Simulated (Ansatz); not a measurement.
Geometry optimisation, RKS B3LYP-D4/def2-SVP (Ansatz 0.2.0).

Input:

```yaml
crystal:
  periodic: [false, false, false]
  atoms:
    - { symbol: Si, position_ang: [-0.096415, 0.139241, -0.077852] }
    - { symbol: F, position_ang: [-0.163093, 0.195994, 1.534107] }
    - { symbol: H, position_ang: [1.274819, 0.283618, -0.559249] }
    - { symbol: O, position_ang: [-0.930624, 1.41001, -0.712262] }
    - { symbol: H, position_ang: [-1.893811, 1.380702, -0.734831] }
    - { symbol: O, position_ang: [-0.843934, -1.289327, -0.50618] }
    - { symbol: H, position_ang: [-1.443549, -1.627784, 0.170252] }
    - { symbol: O, position_ang: [1.405285, -2.026452, 1.102713] }
    - { symbol: H, position_ang: [0.734941, -2.471167, 0.56261] }
    - { symbol: H, position_ang: [0.888181, -1.621735, 1.835492] }
basis:
  gaussian: { orbitals: def2-SVP }
hamiltonian:
  xc: b3lyp
  dispersion: d4
relax:
  f_tol: 0.03
  max_steps: 50
```

Launched with:

```bash
$ ansatz run input.yaml --threads 2 --pin off --max-ram 3072MiB --backend cpu --events-out ev --progress --plain --runs-dir out
```

Problem. Where does it end, and by what steps?

Solution. The forces met the threshold. The force dipped under the threshold on the way, but the program's further checks kept it going. After 38 steps the energy has fallen by 0.161 eV; H7 moved furthest, 0.85 Å.

```csv
step,energy less start (eV),largest force component (eV/Å),accepted
0,0.0000,0.911,yes
2,0.0212,1.942,no
4,-0.0478,0.270,yes
6,-0.0632,0.306,yes
8,-0.0700,0.364,yes
10,-0.0833,0.103,yes
12,-0.0977,0.750,yes
14,-0.1217,0.150,yes
16,-0.0739,1.463,no
18,-0.1422,0.334,yes
20,-0.1363,0.621,no
22,-0.1397,0.589,no
24,-0.1520,0.268,yes
26,-0.1540,0.129,yes
28,-0.1569,0.131,yes
30,-0.1590,0.065,yes
32,-0.1597,0.016,yes
34,-0.1600,0.191,no
36,-0.1608,0.050,yes
38,-0.1609,0.029,yes
```

```xyz
10
Properties=species:S:1:pos:R:3
Si -0.209 0.009 -0.043
F -0.183 0.303 1.560
H 1.115 0.296 -0.603
O -1.399 0.967 -0.688
H -1.390 1.912 -0.496
O -0.754 -1.529 -0.339
H -1.668 -1.562 -0.650
O 1.503 -1.930 1.138
H 0.777 -2.441 0.745
H 1.141 -1.651 1.991
```

Time of the run: 86 s on 2 threads of Arm Neoverse V1, with other jobs on the host, peak memory 0.2 GiB.
